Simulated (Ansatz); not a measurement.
Consider the cleavage of the Sn–Si bond: `O[SiH2][SiH2][SnH3]` + `CSS` → `CS[S][SnH3]` + `O[SiH2][SiH3]`.

Computed with Ansatz on PBE0-D4/def2-TZVP structures; ΔE is electronic, products minus reactants. CCSD(T)/CBS adds triple-zeta CCSD(T) − MP2 to the extrapolated MP2 energy (def2 sets, frozen cores). DFT in def2-TZVPP. def2 core potentials past Kr. For Sn outer-core shells are correlated without core-valence functions, which leaves a few kJ/mol of doubt a bond. Each species was taken in one conformer, which may not be the lowest.

Is it downhill or uphill in electronic energy at CCSD(T)/CBS, and by how much? (Best estimate.)

Ansatz gave: Downhill: ΔE = -6.1 kcal/mol.

What do these levels give: PBE0-D4, r2SCAN0-D4, BHLYP-D4, PBE, BLYP, r2SCAN0, BHLYP, RPA@PBE/def2-TZVPP, CCSD/def2-SVP, CCSD(T)/def2-TZVPP, HF/CBS(def2), CCSD/CBS(def2)? (Best estimate.)

Ansatz gave: PBE0-D4 -4.4, r2SCAN0-D4 -5.1, BHLYP-D4 -6.7, PBE -4.1, BLYP -6.1, r2SCAN0 -5.1, BHLYP -6.5, RPA@PBE/def2-TZVPP -5.9, CCSD/def2-SVP -6.0, CCSD(T)/def2-TZVPP -5.6, HF/CBS(def2) -8.6, CCSD/CBS(def2) -6.0 kcal/mol.

Largest T1 diagnostic among the species: 0.013.

In def2-TZVPP, CCSD(T) changes the Hartree–Fock value by +2.8 kcal/mol (the triples alone add −0.1 kcal/mol) and MP2 by +1.7 kcal/mol. Leaving LDA and LC-ωPBE aside and taking each functional with its dispersion term where it has one, the values, not all of them listed here, spread over 2.4 kcal/mol, from BHLYP-D4 to PBE-D4. LDA lies +1.2 kcal/mol from PBE without D4.
